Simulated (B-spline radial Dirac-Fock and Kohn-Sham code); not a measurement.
Z = 34 (selenium), transition energy 64.7 keV. Level of theory: a Dirac-Hartree-Slater potential of the neutral atom with a Latter tail (no hole, which puts coefficients of high multipoles low close above an edge), finite nucleus with surface currents; a radial B-spline solver. Subshells that would emit electrons below 1 keV are left out.

Task: A pure transition shows α(K) = 38.1, L1/L2 = 0.541 and L1/L3 = 0.383. What is its multipolarity?
A. E3
B. E2
C. M4
D. E1
E. E4
F. M1
G. M3
H. M2

Result: A. For comparison, α(K), L1/L2, L1/L3 are E1 0.258, 14.9, 8.86; E2 3.48, 2.45, 1.64; E4 401, 0.167, 0.122; M1 0.304, 18.9, 50.1; M2 4.53, 10.4, 8.24; M3 57.7, 6.58, 2.18; M4 723, 4.67, 0.994.

Values without a named source are computed, but for edge energies of neutral atoms, which are taken from tables.
